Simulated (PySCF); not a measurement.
Computed shifts of a molecule C2H3Cl3Si, PBE/pcSseg-1 run with PySCF, GIAO, gas phase, atoms alike by connectivity averaged where their shifts nearly agree, in ppm (number of nuclei): ¹³C: 147.9 (1), 142.1 (1). ²⁹Si: 28.1 (1). ¹H: 6.71 (2), 6.44 (1). References: ¹³C against TMS (σ = 182.0 ppm); ²⁹Si against TMS (σ = 335.4 ppm); ³⁵Cl against HCl (σ = 936.5 ppm); ¹H against TMS (σ = 31.49 ppm), references at their B3LYP-D3(BJ)/def2-TZVP geometries, non-relativistic (without spin–orbit terms, shifts of atoms bonded to Cl or Br come out too high). The structure is a stationary point at TPSSh-D3(BJ)/def2-SVP. One conformer was computed; it need not be the lowest.

**Question.** Which structure fits?
A. C=C[Si](Cl)(Cl)Cl
B. Cl/C=C\[SiH](Cl)Cl
C. C=C(Cl)[SiH](Cl)Cl
D. [SiH3]C(Cl)=C(Cl)Cl

**Answer.** A, C=C[Si](Cl)(Cl)Cl
